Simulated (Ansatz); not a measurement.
Relaxation of H9NW (11 atoms, charge 0, multiplicity 1), to a largest force component of 0.03 eV/Å in at most 50 steps.

The calculation used Ansatz 0.2.0, RKS PBE0/def2-SVP.

```xyz
11
Properties=species:S:1:pos:R:3:forces:R:3
W 0.272 0.258 -0.369 0.91 0.93 0.62
H 0.117 0.239 2.545 -1.06 -1.03 1.05
H 1.443 -0.626 0.428 0.00 0.00 0.00
H -0.645 1.469 0.326 0.02 -0.01 0.00
H -1.325 -0.140 0.053 0.02 0.01 -0.01
H -0.155 -1.312 0.122 0.00 -0.01 -0.03
H 0.463 0.357 -2.079 0.00 0.01 0.00
N 1.600 1.616 0.354 -0.87 -0.85 -0.88
H 2.512 1.361 0.718 0.07 0.00 0.06
H 1.327 2.533 0.689 0.02 0.07 0.01
H 0.530 0.641 2.107 0.90 0.87 -0.83
```

Question: Where does it end, and by what steps?

Answer: The forces met the threshold. After 23 steps the energy has fallen by 1.230 eV; H2 moved furthest, 1.86 Å. Joined: W1–H2, W1–H11.

```csv
step,energy less start (eV),largest force component (eV/Å),accepted
0,0.0000,1.063,yes
1,-0.1232,0.379,yes
2,-0.1516,0.425,yes
3,-0.1565,0.290,yes
4,-0.1612,0.260,yes
5,-0.1664,0.229,yes
6,-0.1826,0.190,yes
7,-0.2110,0.230,yes
8,-0.2511,0.179,yes
9,-0.2528,0.857,yes
10,-0.2836,0.714,yes
11,-0.3120,0.321,yes
12,-0.4531,0.431,yes
13,-0.7155,0.727,yes
14,-0.9744,0.637,yes
15,-1.1651,0.492,yes
16,-1.1869,0.300,yes
17,-1.2083,0.407,yes
18,-1.1960,0.563,no
19,-1.2274,0.080,yes
20,-1.2285,0.053,yes
21,-1.2292,0.052,yes
22,-1.2295,0.033,yes
23,-1.2296,0.022,yes
```

```xyz
11
Properties=species:S:1:pos:R:3
W 0.532 0.537 0.429
H -0.706 -0.637 1.129
H 1.370 -0.537 1.433
H -0.592 1.455 1.296
H -1.108 0.384 -0.013
H 0.354 -1.124 0.088
H 0.109 0.028 -1.114
N 1.905 1.895 0.045
H 2.887 1.721 -0.166
H 1.719 2.889 -0.080
H -0.330 -0.215 1.847
```

Whether the end is a true minimum wasn't checked by a vibrational analysis.

The run took 92 s on 2 threads of Arm Neoverse N1 (shared host), peak memory 0.2 GiB.
